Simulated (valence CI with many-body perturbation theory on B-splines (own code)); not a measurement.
## Forbidden lines of Sc⁶⁺

Level of theory: valence CI with perturbative core correlation (CI+MBPT): five valence electrons over a frozen Dirac-Fock core [Ne], a basis of 9 s, 9 p, 8 d, 6 f, 3 g, 1 h functions for each j, with the one-electron correlation potential Σ1, the two-electron term Σ2, the three-electron term Σ3, Breit, model QED; selected CI, second order for the rest, scaled by the run's own slope (own B-spline code, finite nucleus).

No measured spectrum was set against this ion. As an estimate, levels hold to about 100 cm⁻¹ or 0.05 % of their energy and the worst to 300 or 400 cm⁻¹, as in measured light ions of charge 2 to 7. Among the levels kept, up to 850 cm⁻¹ of a level comes from second order outside the variational space, and about a tenth of that is noise between levels of different J, which matters for small intervals.

Lines 1 to 21 of 21 in falling wavelength, among levels below 412350 cm⁻¹, chosen from the decays that carry over 1 % of a level's rate. Wavelengths and rates use the calculated energies, so an error of 100 cm⁻¹ moves a line at 988.7 Å by 0.099 % and its rate by three times that or more. Electric multipoles are in the length gauge, E1 and E2 with the static RPA response of the core. Weak lines are less certain than strong ones. Lines between different terms over intervals too small for the method are left out, as are lines whose strength nearly cancels. Branching is blank where the lifetime is uncertain.

Names give the largest LS component (configuration and term), which can be under half, so a name can repeat, a term be missing and a line seem to break the LS rules; names also repeat where a configuration has a term twice. Letters in brackets count levels of one name in rising energy.

| λ vac (Å) | Upper | Lower | Type | A (s⁻¹) | Branch % |
| --- | --- | --- | --- | --- | --- |
| 1.477e+05 | 3s2 3p3 2D°_5/2 | 3s2 3p3 2D°_3/2 | M1 | 3.25e-03 | 9.3 |
| 5199 | 3s2 3p3 2P°_1/2 | 3s2 3p3 2D°_5/2 | E2 | 1.80e-01 | 1.2 |
| 5023 | 3s2 3p3 2P°_1/2 | 3s2 3p3 2D°_3/2 | M1 | 4.68e+00 | 30.5 |
| 5023 | 3s2 3p3 2P°_1/2 | 3s2 3p3 2D°_3/2 | E2 | 3.10e-01 | 2.0 |
| 4964 | 3s2 3p3 2P°_3/2 | 3s2 3p3 2D°_5/2 | M1 | 4.41e+00 | 11.8 |
| 4964 | 3s2 3p3 2P°_3/2 | 3s2 3p3 2D°_5/2 | E2 | 3.79e-01 | 1.0 |
| 4803 | 3s2 3p3 2P°_3/2 | 3s2 3p3 2D°_3/2 | M1 | 8.52e+00 | 22.9 |
| 3682 | 3s2 3p2 3d 2G_9/2 | 3s2 3p2 3d 2F_7/2 [a] | M1 | 4.45e-01 |  |
| 3357 | 3s2 3p3 2D°_3/2 | 3s2 3p3 4S°_3/2 | M1 | 8.87e-01 | 99.4 |
| 3283 | 3s2 3p3 2D°_5/2 | 3s2 3p3 4S°_3/2 | M1 | 2.19e-02 | 62.9 |
| 3283 | 3s2 3p3 2D°_5/2 | 3s2 3p3 4S°_3/2 | E2 | 9.65e-03 | 27.7 |
| 3186 | 3s2 3p2 3d 2G_9/2 | 3s2 3p2 3d 4D_7/2 | M1 | 2.84e-01 |  |
| 2669 | 3s2 3p2 3d 2G_9/2 | 3s2 3p2 3d 4F_9/2 | M1 | 6.96e+00 |  |
| 2539 | 3s2 3p2 3d 2G_9/2 | 3s2 3p2 3d 4F_7/2 | M1 | 2.98e+00 |  |
| 2012 | 3s2 3p3 2P°_1/2 | 3s2 3p3 4S°_3/2 | M1 | 1.02e+01 | 66.3 |
| 1976 | 3s2 3p3 2P°_3/2 | 3s2 3p3 4S°_3/2 | M1 | 2.37e+01 | 63.7 |
| 988.7 | 3s2 3p2 3d 2G_9/2 | 3s 3p4 2D_5/2 | E2 | 1.30e+01 |  |
| 942.4 | 3s2 3p2 3d 4F_9/2 | 3s 3p4 4P_5/2 | E2 | 2.41e+01 |  |
| 696.5 | 3s2 3p2 3d 2G_9/2 | 3s 3p4 4P_5/2 | E2 | 1.03e+00 |  |
| 399.0 | 3s2 3p2 3d 4F_9/2 | 3s2 3p3 2D°_5/2 | M2 | 8.29e+00 |  |
| 347.1 | 3s2 3p2 3d 2G_9/2 | 3s2 3p3 2D°_5/2 | M2 | 2.37e+00 |  |
